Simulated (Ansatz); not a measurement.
H4Si2, SMILES `[SiH][SiH3]` (excited triplet) (charge 0, multiplicity 3). This triplet is an excited state, 0.57 eV above the relaxed singlet at the level frozen-core CCSD(T)/cc-pVTZ // PBE0-D3(BJ)/def2-TZVP (Ansatz, a first-principles code).

Cartesian coordinates (Å):
SMILES: [SiH][SiH3]
```xyz
6

Si     1.5382    -0.3576    -0.5614
Si    -0.6810    -0.0117     0.0026
H      2.6625     0.2156     0.2340
H     -1.0320     1.4345    -0.0285
H     -0.9877    -0.5469     1.3573
H     -1.5000    -0.7339    -1.0041
```
Charge 0, spin multiplicity 3.

Frozen-core energies in cc-pVDZ from Ansatz at a geometry from PBE0-D3(BJ)/def2-TZVP; the HF reference has <S^2> = 2.01 and the T1 diagnostic is 0.016.

```csv
level,energy (Ha)
HF,-580.11853
MP2,-580.28913
CCSD,-580.33249
```

Question: Estimate the energies of CCSD(T), CCSDT and CCSDT(Q), and give each level's difference from CCSDT(Q).

Answer: 
| level | energy (Ha) | difference from CCSDT(Q) (mHa) |
|---|---|---|
| MP2 | -580.28913 | 50.18 |
| CCSD | -580.33249 | 6.81 |
| CCSD(T) | -580.33785 | 1.45 |
| CCSDT | -580.33909 | 0.22 |
| CCSDT(Q) | -580.33930 | 0.00 |
